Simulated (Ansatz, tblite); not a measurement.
Cost and result up the ladder for `c1ccc(-c2ccc(-c3ccc(-c4ccc(-c5ccc(-c6ccc(-c7ccccc7)cc6)cc5)cc4)cc3)cc2)cc1` (72 atoms). The state is a singlet with charge 0. Geometry: PBE-D4/def2-SVP.

Cartesian coordinates in Å:
```
C 10.789 8.055 5.233
C 9.665 8.668 4.655
C 8.618 7.886 4.148
C 8.670 6.473 4.206
C 7.562 5.647 3.669
C 7.812 4.403 3.045
C 6.768 3.624 2.536
C 5.423 4.049 2.631
C 4.317 3.224 2.094
C 4.485 2.436 0.933
C 3.441 1.659 0.425
C 2.175 1.625 1.055
C 1.069 0.799 0.519
C 1.321 -0.406 -0.177
C 0.278 -1.184 -0.685
C -1.072 -0.800 -0.520
C -2.178 -1.625 -1.056
C -3.409 -1.736 -0.370
C -4.451 -2.518 -0.875
C -4.316 -3.222 -2.094
C -5.422 -4.048 -2.630
C -6.286 -4.765 -1.771
C -7.329 -5.546 -2.277
C -7.562 -5.647 -3.668
C -8.669 -6.474 -4.205
C -8.539 -7.151 -5.441
C -9.585 -7.932 -5.949
C -10.787 -8.057 -5.233
C -10.932 -7.392 -4.005
C -9.886 -6.610 -3.498
C -6.698 -4.929 -4.527
C -5.653 -4.150 -4.021
C -3.086 -3.108 -2.781
C -2.041 -2.331 -2.273
C -1.326 0.404 0.177
C -0.282 1.184 0.681
C 2.008 2.412 2.219
C 3.051 3.192 2.724
C 5.173 5.292 3.257
C 6.217 6.073 3.762
C 9.809 5.873 4.791
C 10.856 6.654 5.299
H 11.611 8.669 5.632
H 9.605 9.765 4.589
H 7.755 8.377 3.672
H 8.848 4.047 2.939
H 6.999 2.654 2.070
H 5.444 2.464 0.394
H 3.599 1.092 -0.504
H 2.357 -0.760 -0.289
H 0.512 -2.134 -1.190
H -3.543 -1.213 0.589
H -5.402 -2.572 -0.322
H -6.112 -4.739 -0.684
H -7.956 -6.122 -1.580
H -7.591 -7.085 -5.998
H -9.456 -8.457 -6.909
H -11.609 -8.671 -5.632
H -11.874 -7.474 -3.439
H -10.023 -6.070 -2.548
H -6.873 -4.952 -5.614
H -5.024 -3.575 -4.718
H -2.941 -3.656 -3.725
H -1.102 -2.253 -2.842
H -2.363 0.753 0.292
H -0.518 2.135 1.182
H 1.051 2.382 2.760
H 2.894 3.763 3.652
H 4.139 5.664 3.333
H 5.984 7.028 4.257
H 9.861 4.776 4.873
H 11.727 6.162 5.759
```

Ansatz on 2 threads of AMD EPYC 7R13 on a shared host and a share (18 GiB) of an NVIDIA H100 80GB HBM3; xTB runs through tblite on one thread. Times are rough, summed over both states, and most runs start from the orbitals of an earlier one. PBE0-D4/def2-SVP serves as the yardstick here, not as an exact answer. The other state is a triplet.

The xTB rows come from tblite. Single mean-field runs in def2-SVP are fitted with def2-universal-jkfit.

xTB has no spin-polarisation term.

```tsv
level	functions	vertical triplet (eV)	difference from PBE0-D4/def2-SVP (eV)
PBE0-D4/def2-SVP (with forces)	738	3.03	0.00
PBE-D4/def2-SVP (with forces)	738	2.55	-0.48
GFN2-xTB	198	2.60	-0.43
GFN1-xTB	228	2.57	-0.46
```

**Question.** Estimate how long each takes.

**Answer.** GFN2-xTB 0.54 s; GFN1-xTB 0.57 s; PBE-D4/def2-SVP (with forces) 36 s; PBE0-D4/def2-SVP (with forces) 40 s. On shared hardware such times vary by a factor of up to 3.
